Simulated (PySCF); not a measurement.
**Working out the ionisation energy of Ti⁷⁺**

Ti⁷⁺ [Ne] 3s2 3p3 (4S) → Ti⁸⁺ [Ne] 3s2 3p2 (3P). All numbers are calculated (PySCF 2.14, no relativity, point nucleus, in an even-tempered Gaussian basis (18 s from 0.32 bohr⁻², ratio 2.5; 12 p from 0.42 bohr⁻², ratio 2.5; 5 d from 2.8 bohr⁻², ratio 2.7; 5 f from 4.2 bohr⁻², ratio 2.7)). Frozen: 1s2; the 21 highest virtual orbitals dropped. Energies in hartree (1 hartree = 27.21139 eV):

```
             part  Ti⁷⁺ (lower)  Ti⁸⁺ (upper)
              UHF   -832.143908   -825.962166
MP2 opposite-spin     -0.320841     -0.313479
    MP2 same-spin     -0.121007     -0.107534
```

What does Hartree-Fock give?

(-825.962166) − (-832.143908) = 6.181742 hartree = 168.214 eV.

What do MP2 and SCS-MP2 (6/5 opposite-spin, 1/3 same-spin) give?

The opposite-spin parts differ by 0.200 eV and the same-spin parts by 0.367 eV. MP2: 168.214 + (0.200) + (0.367) = 168.781 eV. SCS-MP2: 168.214 + 1.2 × (0.200) + (0.367)/3 = 168.576 eV.

A first-order spin-orbit estimate adds -0.540 eV to MP2 (outer shells), giving 168.241 eV against 170.5 ± 0.4 eV (semi-empirical (NIST evaluation); NIST Atomic Spectra Database, ionization energies).

The calculation is non-relativistic.

What remains against the reference includes basis incompleteness, the frozen core and correlation beyond second order.
